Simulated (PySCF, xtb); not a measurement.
3-ethenylthietane (C₅H₈S), SMILES C1(CSC1)C=C.

GFN2-xTB (xtb) at its own geometry gives an orbital gap of 3.18 eV and a dipole moment of 2.64 D.

Geometry: B3LYP-D3(BJ)/def2-SVP. Other conformers were not sampled.

Q: What does M06-2X/def2-TZVP (PySCF) give? (An estimate is asked for; the answer gives what the named calculation found.)

A: gap 7.91 eV (levels -7.55 and 0.36 eV), dipole 1.85 D.
